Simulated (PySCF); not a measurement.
Species: C₃H₆FNSi.
SMILES: `F[SiH2]/C=C\N=C`

Torsions of this conformer, `[CH2:1]=[N:2]/[CH:3]=[CH:4]\[SiH2:5][F:6]`: C1–N2–C3–C4 180°, C3–C4–Si5–F6 180°.

The closed-shell ground state was solved at several levels (PySCF, density fitting, gas phase, non-relativistic). The structure is a single PBE0-D3(BJ)/def2-SVP conformer in the gas phase; no vibrational or solvent corrections.

```
              level  basis functions  HOMO (eV)  LUMO (eV)  gap (eV)  dipole (D)
   wB97X-D/pcSseg-1              139      -9.45      -0.08      9.37        4.07
BHandHLYP/def2-SVPD              175      -8.52      -0.79      7.73        4.19
       PBE/pcSseg-1              139      -6.62      -2.82      3.80        3.68
       LDA/pcSseg-1              139      -6.71      -3.07      3.64        3.79
  LC-wPBE/def2-SVPD              175     -10.25       0.36     10.61        4.15
```

**Question.** What might PBE0/def2-TZVP (228 basis functions) give for the same quantities?

**Answer.** HOMO -7.64 eV, LUMO -1.86 eV, gap 5.78 eV, dipole 3.87 D.

**Question.** Over all these levels, which gives the widest orbital gap and which the narrowest?

**Answer.** LC-wPBE/def2-SVPD (range-separated hybrid) has the widest, 10.61 eV, and LDA/pcSseg-1 (LDA) the narrowest, 3.64 eV. Functional and basis both differ between the two, so the spread mixes both effects.

**Question.** How far do the dipole and the HOMO energy spread over the levels?

**Answer.** The dipole runs from 3.68 to 4.19 D (mean 3.96 D) and the HOMO from -10.25 to -6.62 eV.
